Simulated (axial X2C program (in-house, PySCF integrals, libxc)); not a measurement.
# Low determinants of CaCr at the PBE0 level, with spin–orbit coupling

Computed with an axial X2C code built on PySCF integrals. Two-component (2c) means X2C with spin–orbit coupling and atomic mean-field two-electron Coulomb and Gaunt terms. Basis: Cr dyall-cv3z [9s10p6d3f2g], Ca dyall-cv3z [11s12p6d4f] (cores contracted in-house); Gaussian nuclei, density fitting, unrestricted open shells. Masses: Cr 51.941 u, Ca 39.963 u.

Search at 3.187 Å (vertical energies from the lowest determinant):

| ΔE (eV) | state | electrons beyond evenly filled partner blocks | electrons in ±ω = 1/2, 3/2, 5/2, 7/2 |
| --- | --- | --- | --- |
| 0.00 | Ω = 3 | ω = 1/2, ω = 5/2 | 33 10 1 0 |
| 0.48 | Ω = 2 | ω = -1/2, ω = 5/2 | 33 10 1 0 |
| 1.29 | Ω = 4 | ω = 3/2, ω = 5/2 | 32 11 1 0 |
| 1.35 | Ω = 1 | ω = -3/2, ω = 5/2 | 32 11 1 0 |
| 1.71 | Ω = 5 | 2 × ω = 1/2, ω = 3/2, ω = 5/2 | 32 11 1 0 |
| 2.27 | Ω = 4 | 3 × ω = 1/2, ω = 5/2 | 33 10 1 0 |
| 2.28 | Ω = 2 | 2 × ω = 1/2, ω = -3/2, ω = 5/2 | 32 11 1 0 |

Lowest determinant, Ω = 3 (⟨Sz⟩ = 3.00, ⟨Lz⟩ = 0.00 at PBE0): Re = 3.174 Å, ωe = 129.6 cm⁻¹.

The determinant in row 2 of the search, Ω = 2 (⟨Sz⟩ = 2.00, ⟨Lz⟩ = 0.00 at PBE0), was followed along the bond at PBE0; measured from the minimum of the lowest determinant it gives:

Te = 0.454 eV (3664 cm⁻¹), Re = 3.014 Å, ωe = 162.0 cm⁻¹.

Question: Compare the bond of the determinant in row 2 with that of the lowest one.

Answer: At PBE0 its Re is 0.160 Å shorter and its force constant, which goes as ωe², is 1.56 times that of the lowest determinant. T0 ≈ Te + Δωe/2 = 3664 + (16) = 3680 cm⁻¹.

The search compares states at one distance, so a state with another bond length can lie lower; it is not exhaustive and yields mostly the lowest determinant of each block pattern, so other components and higher states of one pattern are missing. These are energies of single determinants, not of spin-adapted states; PBE0 term energies can be off by some tenths of an eV, and the functional has no current term. Open-shell Ω = 0 determinants with evenly filled partner blocks cannot be reached by this program, so the Ω shown need not be the lowest component. The lowest determinant need not be the ground state where others lie within half an eV.
